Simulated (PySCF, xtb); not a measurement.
C₃H₉BO₂, SMILES CB(OC)CO. The values are those of a single conformer.

Harmonic wavenumbers (cm⁻¹) from GFN2-xTB (xtb) at its own minimum, in rising order: 39, 44, 100, 170, 183, 219, 314, 381, 397, 458, 686, 722, 869, 908, 1020, 1070, 1116, 1122, 1157, 1193, 1211, 1314, 1354, 1383, 1411, 1470, 1472, 1473, 1486, 1494, 2851, 2888, 2953, 2963, 2995, 3003, 3015, 3077, 3550.

Question: What does B3LYP-D3(BJ)/def2-SVP in PySCF give at its own minimum? (An estimate is asked for; the answer gives what the named calculation found.)

Answer: 32, 55, 102, 170, 195, 255, 310, 404, 428, 476, 685, 690, 853, 955, 1050, 1098, 1156, 1173, 1189, 1205, 1230, 1307, 1383, 1412, 1430, 1453, 1465, 1470, 1479, 1500, 2938, 2964, 3012, 3014, 3074, 3087, 3121, 3147, 3826. Paired by order, the mean absolute difference is 37 cm⁻¹ and the zero-point energies are 76.5 and 78.3 kcal/mol.
